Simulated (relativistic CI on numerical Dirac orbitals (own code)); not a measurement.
**Crystal-field levels of Cu⁴⁺, 3d7**

Calculated by Dirac-Coulomb-Breit CI, orbitals from a KLI potential per configuration, QED by a radiative potential, valence Slater integrals scaled by 0.9, one configuration in a parametric crystal field (own radial code). With so little scaling, terms lie 10 to 35 % too far apart, which can change the order of excited levels.

Field parameters in Wybourne normalisation: D3d B²₀ = −7Dσ, B⁴₀ = −14Dq − 21Dτ, B⁴₃ = −14√(10/7) Dq. The field is a parameter set, without covalency.

S is read from ⟨S²⟩ = S(S + 1).

Levels (cm⁻¹, degeneracy): 0 (2), 423 (2), 899 (2), 1513 (2), 2662 (2), 2979 (2), 7129 (2), 7320 (2), 19964 (2), 20005 (2), 20068 (2), 20110 (2).

(1) Which field gives this pattern?
A. D3d, 10Dq = 19350, Dσ = -760, Dτ = 360 cm⁻¹
B. D3d, 10Dq = 19350, Dσ = -1200, Dτ = 360 cm⁻¹
C. D3d, 10Dq = 19350, Dσ = 1200, Dτ = 360 cm⁻¹
D. D3d, 10Dq = 19350, Dσ = 330, Dτ = 360 cm⁻¹

Results:

(1) A. D3d, 10Dq = 19350, Dσ = -760, Dτ = 360 cm⁻¹, ground level with S = 1.50.
